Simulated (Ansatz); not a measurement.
`c1cc2c1cc1ccc3cc4ccc2c1c34` was relaxed with r2SCAN-D4 (def2-SVP) in Ansatz in these states: charge +1 doublet, neutral singlet. The geometries follow in no particular order.

A:

Cartesian coordinates in Å:
```
C 2.523 -2.066 1.927
C 1.646 -1.448 2.804
C 0.923 -0.824 1.691
C 1.853 -1.475 0.741
C 1.845 -1.379 -0.621
C 0.795 -0.538 -1.166
C 0.527 -0.239 -2.534
C -0.527 0.606 -3.023
C -1.358 1.177 -2.059
C -2.472 2.000 -1.477
C -2.066 1.594 -0.126
C -2.115 1.541 1.290
C -1.137 0.746 1.921
C -0.104 -0.006 1.237
C -0.074 0.064 -0.206
C -1.038 0.838 -0.731
H 3.379 -2.731 2.065
H 1.540 -1.437 3.889
H 2.568 -1.891 -1.261
H 1.184 -0.691 -3.285
H -0.625 0.758 -4.101
H -3.258 2.638 -1.887
H -2.852 2.071 1.898
H -1.158 0.692 3.014
```

B:

```xyz
24

C    -2.116   -2.971    0.998
C    -2.654   -2.342   -0.132
C    -1.600   -1.347   -0.149
C    -1.013   -2.019    1.072
C     0.110   -1.640    1.742
C     0.796   -0.470    1.209
C     1.967    0.145    1.690
C     2.596    1.316    1.109
C     1.990    1.864   -0.011
C     1.725    2.808   -1.196
C     0.567    2.073   -1.547
C    -0.604    1.721   -2.284
C    -1.329    0.604   -1.847
C    -1.000   -0.239   -0.702
C     0.194    0.129    0.043
C     0.832    1.198   -0.434
H    -2.413   -3.839    1.591
H    -3.531   -2.534   -0.755
H     0.488   -2.168    2.623
H     2.446   -0.289    2.575
H     3.506    1.704    1.578
H     2.231    3.691   -1.598
H    -0.960    2.271   -3.160
H    -2.227    0.335   -2.414
```

Question: Judge from the bond lengths which geometry belongs to which state (an estimate).

Answer: A is the charge +1 doublet (C10–C11 1.467 Å, C9–C10 1.502 Å, C3–C4 1.480 Å); B is the neutral singlet (C10–C11 1.416 Å, C9–C10 1.538 Å, C3–C4 1.512 Å).
